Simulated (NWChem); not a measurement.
# C₂H₉NSi; SMILES CN(C)[SiH3]

Computed with NWChem. Medium grid unless said otherwise, to which SCAN and Minnesota functionals are sensitive. Geometry: optimised at PBE0/def2-SVP. B3LYP is NWChem's, with the RPA form of VWN correlation. Total energies of different functionals are on different scales.

```csv
level,energy (Ha),highest occupied level (eV),orbital gap (eV),dipole (D)
PBE/def2-TZVP,-425.5868,-5.07,4.76,0.96
B3LYP/def2-TZVP,-425.9620,-6.16,6.46,0.94
TPSSh/def2-TZVP,-425.9661,-5.67,5.95,0.97
"LDA (Slater exchange, VWN5)/def2-TZVP",-423.5362,-5.15,4.57,0.96
M06-2X/def2-TZVP,-425.8380,-7.64,8.90,0.88
PBE0/def2-TZVP,-425.6390,-6.36,6.90,0.95
```
